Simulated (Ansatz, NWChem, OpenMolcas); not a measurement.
**A ladder of methods for PbS (SMILES [S][Pb])**

PbS: 2 atoms, total charge 0, spin state singlet. As SMILES, `[S][Pb]`. The bond length is the measured one.

```xyz
2

S     0.0000    0.0000    0.0000
Pb    0.0000    0.0000    2.2869
```

Quantity: the HOMO–LUMO gap, in eV. The values are calculated.

```
                               level                    kind     program  value (eV)
     PBE/def2-TZVPP (core potential)                     GGA      NWChem        2.97
    TPSS/def2-TZVPP (core potential)                meta-GGA      NWChem        3.08
  M06-2X/def2-TZVPP (core potential)         hybrid meta-GGA  OpenMolcas        6.21
 r2SCAN0/def2-TZVPP (core potential)         hybrid meta-GGA      Ansatz        4.79
   HSE06/def2-TZVPP (core potential)  range-separated hybrid      Ansatz        3.81
 wB97M-V/def2-TZVPP (core potential)  range-separated hybrid      Ansatz        8.24
   wB97X/def2-TZVPP (core potential)  range-separated hybrid      Ansatz        8.41
PBE-QIDH/def2-TZVPP (core potential)           double hybrid      Ansatz        7.37
```

The values span 2.97 to 8.41 eV. Orbital gaps aren't excitation energies, and those of double hybrids come from the SCF part alone; they tend to grow with the share of exact exchange.
